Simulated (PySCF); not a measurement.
# Identify the compound

Molecular formula: C4H8FNSi2. Simulated spectra:

¹H NMR (300 MHz, computed): δ 7.35 (m, 1H), 7.23 (m, 1H), 5.98 (m, 1H), 5.38 (m, 1H), 4.85 (m, 1H), 4.82 (m, 1H), 0.50 (br s, 2H).

¹³C{¹H} NMR (computed): δ 185.3 (C), 155.3 (CH), 149.9 (CH), 113.9 (CH).

In vacuum, no relativistic terms, fast rotation and ring inversion assumed for equivalent nuclei, a single conformation. Shielding tensors at PBE0/pcSseg-1 (GIAO); structure optimised with GFN2-xTB; PySCF 2.14.

Scale: ¹H and ¹³C vs TMS (reference shieldings calculated alike).

Deduce the structure.

## Answers


1. The formula gives 3 degrees of unsaturation (1 ring in the answer).
2. 4 carbon signals for 4 carbons: no two carbons are equivalent.
3. Carbon types of the structure: 1 × C, 3 × CH, leaving 5 H on heteroatoms.
4. δC 185.3: fully substituted alkene carbon.
5. δC 155.3, 149.9, 113.9: alkene CH; an sp2 carbon of a C=C bond.
6. δH 7.35, 7.23, 5.98: hydrogen on an alkene CH; attached to an sp2 carbon and in the plane of the double bond.
7. δH 5.38: hydrogen on a silicon bonded to 2 C, N, in a 6-membered ring.
8. δH 4.85, 4.82: hydrogen on a silicon bonded to 2 C, in a 6-membered ring.
9. δH 0.50: hydrogen on a nitrogen bonded to Si; labile proton, position sensitive to the medium.

The compound is SMILES C1(F)=C[SiH2]C=C[Si@H]1N.

The shifts were computed for this structure.

Exchangeable OH/NH protons stand at their gas-phase positions; hydrogen bonding in a real sample shifts them, mostly to higher δ. Splittings by ¹⁹F in the carbon and heteronuclear signals aren't shown, as no couplings were computed. Shifts are as computed. Against solution values, carbons near 30 ppm lie about +3 ppm off and those near 130 ppm about +5 ppm. Of 1211 compounds with measured shifts, 218 miss one by over three times the rms of a fit or turn the order of signals round; such compounds aren't used in these exercises. Multiplicities follow the n + 1 count of equivalent neighbours, as no J values were calculated; m marks all less simple cases, F and P coupling included.
